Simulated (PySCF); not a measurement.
First-order multiplets

Numbering as in the mapped SMILES `[CH2:1]=[CH:2][C:3]1=[O+:4][BH2-:5][O:6][CH:7]=[CH:8]1` (H(Xn): hydrogen on atom n). Ha(C1) is cis to C3; Hb(C1) is trans to C3.

- spin–spin couplings from B3LYP/pcJ-1 (spin–dipole term only in couplings to heteroatoms)
- geometry: PBE0-D3(BJ)/def2-SVP
- shielding tensors at PBE0/pcSseg-1 (GIAO)
- code: PySCF
- rapidly exchanging positions averaged, gas phase, one conformer, relativity neglected

δ = σ(ref) − σ, references computed at the same level: TMS for 13C (σref 184.41), 1H (σref 31.27).

Spectrometer: 800 MHz for 1H. First-order analysis; couplings under 1 Hz (under 4 Hz in carbon signals) are ignored, and nearly equal couplings are merged; the smaller ones broaden or split the lines further.

(1) What pattern does C2 show in the proton-coupled 13C spectrum?

(2) What pattern does C7 show in the proton-coupled 13C spectrum?

(3) What pattern does C8 show in the proton-coupled 13C spectrum?

(4) What pattern does Ha(C1) show (1H)?

## Answers

(1) A doublet at δ 139.0: 169.6 Hz to H(C2) (1 × 1H, 1 bond away). Lines in Hz from the centre (relative intensity): +84.8 (1), -84.8 (1). The outer lines are 169.6 Hz apart, the sum of the couplings kept, or 0.843 ppm at this field.

(2) A doublet of doublets at δ 185.6: 189.1 Hz to H(C7) (1 × 1H, 1 bond away), 6.6 Hz to H(C8) (1 × 1H, 2 bonds away). Lines in Hz from the centre (relative intensity): +97.8 (1), +91.2 (1), -91.2 (1), -97.8 (1). The outer lines are 195.7 Hz apart, the sum of the couplings kept, or 0.973 ppm at this field.

(3) A doublet of doublets at δ 101.0: 181.1 Hz to H(C8) (1 × 1H, 1 bond away), 13.3 Hz to H(C7) (1 × 1H, 2 bonds away). Lines in Hz from the centre (relative intensity): +97.2 (1), +83.9 (1), -83.9 (1), -97.2 (1). The outer lines are 194.4 Hz apart, the sum of the couplings kept, or 0.966 ppm at this field.

(4) A doublet of doublets at δ 7.01: 18.3 Hz to H(C2) (1 × 1H, 3 bonds away), 1.9 Hz to Hb(C1) (1 × 1H, 2 bonds away). Lines in Hz from the centre (relative intensity): +10.1 (1), +8.2 (1), -8.2 (1), -10.1 (1). The outer lines are 20.2 Hz apart, the sum of the couplings kept, or 0.025 ppm at this field.

Hydrogens on boron are broadened and split by 11B (spin 3/2, 80 %) and 10B (spin 3). Unscaled 3J(H,H) at this level run about 10 % above measured values.
